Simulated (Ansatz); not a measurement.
A made-up structure of BSiH$_{3}$F$_{2}$, closed shell:

B1  (-0.753, 0.961, -0.068)
Si2  (0.501, -0.609, 0.037)
F3  (0.623, -1.160, 1.528)
F4  (-0.021, -1.831, -0.844)
H5  (-1.366, 1.190, -1.067)
H6  (-0.276, -2.688, -1.015)
H7  (1.871, -0.276, -0.429)
(Å)

It is relaxed with PBE-D4/def2-SVP and then PBE0-D4/def2-TZVP (Ansatz 0.2.0). Atoms count as bonded within 1.22 times the sum of their covalent radii (H–H: 0.88 Å). The end point is not checked to be a true minimum.

Problem. Does its bonding change? (A judgement: the text doesn't fix the answer.)

Solution. By the calculation: Yes. Formed: none; broken: Si2–F4.

Where it ends: The first stage lowers the energy by 2.84 eV in 19 steps. It ends as a complex of BSiH₂F ([BH][SiH][F]) + HF:
| atom | x (Å) | y (Å) | z (Å) |
| --- | --- | --- | --- |
| B1 | -0.6684 | 1.4960 | 0.0669 |
| Si2 | 0.2798 | -0.0311 | -0.3976 |
| F3 | -0.1915 | -1.4273 | 0.2782 |
| F4 | 0.5774 | -3.7667 | -0.8559 |
| H5 | -1.3968 | 2.4085 | -0.1119 |
| H6 | 0.2267 | -3.0794 | -0.3426 |
| H7 | 1.7530 | -0.0134 | -0.4952 |

Labels in which every atom is bracketed show which atoms are joined, not bond orders.

For scale, one of the runs: PBE0-D4/def2-TZVP relaxation, 148 basis functions, launched by `ansatz run in.yaml --threads 2 --pin off --events-out ev --progress --plain --max-ram 4352MiB`. The run took about 22 s on 2 CPU threads of an AMD EPYC 9R45 (shared host).
